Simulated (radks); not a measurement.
Problem. Sr3.3+, 34.7 electrons, occupied as [Ar] 3d10 4s1.7 4p5 (fractional occupations, a model configuration). All-electron calculation, Dirac Kohn-Sham, PBE, spin-unpolarised, spherical densities, finite nucleus; open shells fill j = l - 1/2 first; Fermi nuclear charge, rms radius 4.224 fm. Program: a radial shooting solver on a logarithmic mesh with Libxc functionals.

Spin-orbit splittings of the eigenvalues, e(l+1/2) - e(l-1/2), with zeta = 2 splitting/(2l+1) and mean radii in bohr:

| shell | occ. | splitting (eV) | zeta (eV) | <r> j=l-1/2 | <r> j=l+1/2 |
|---|---|---|---|---|---|
| 2p | 6 | 68.42 | 45.61 | 0.1475 | 0.1516 |
| 3p | 6 | ? | ? | 0.4910 | 0.5014 |
| 3d | 10 | 1.836 | 0.7345 | 0.4950 | 0.4986 |
| 4p | 5 | 1.325 | 0.8832 | 1.457 | 1.484 |

Estimate the 3p splitting.

Solution. 10.50 eV (zeta = 7.002 eV).
